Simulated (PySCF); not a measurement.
B3LYP has the VWN-RPA correlation part, as in Gaussian. Excitations are Tamm–Dancoff values on a coarser integration grid. The basis has no diffuse functions, so Rydberg states are missing or too high.

Cartesian coordinates (Å):
SMILES: CO[SiH2]C[SiH2]CC#N
```xyz
19

C      3.6861     0.4155     0.1771
O      2.6552    -0.0446    -0.6665
Si     1.3560    -0.9591    -0.1612
C      0.3012    -1.2950    -1.6720
Si    -1.2363    -2.3449    -1.4043
C     -2.1523    -2.5342    -3.0774
C     -3.3584    -3.3381    -2.9674
N     -4.3113    -3.9850    -2.8318
H      4.2290    -0.4189     0.6602
H      3.3030     1.0808     0.9739
H      4.4082     0.9875    -0.4258
H      0.5677    -0.2181     0.8705
H      1.8288    -2.2432     0.4414
H     -0.0023    -0.3210    -2.0952
H      0.9404    -1.7879    -2.4259
H     -2.1652    -1.6995    -0.4361
H     -0.8785    -3.7041    -0.9133
H     -1.4666    -2.9939    -3.8090
H     -2.4092    -1.5315    -3.4585
```
Charge 0, multiplicity 1.

Problem. Estimate the HOMO–LUMO gap, HOMO, dipole moment, brightest of the four lowest singlets (TDA) and T1 excitation (TDA) that B3LYP-D3(BJ)/def2-TZVP // B3LYP-D3(BJ)/def2-SVP (PySCF) returns for this input.

Solution. 
```yaml
HOMO–LUMO gap: 7.74 eV
HOMO: -8.07 eV
dipole_moment: 5.20 D
brightest of the four lowest singlets (TDA): 7.29 eV
T1 excitation (TDA): 6.17 eV
```
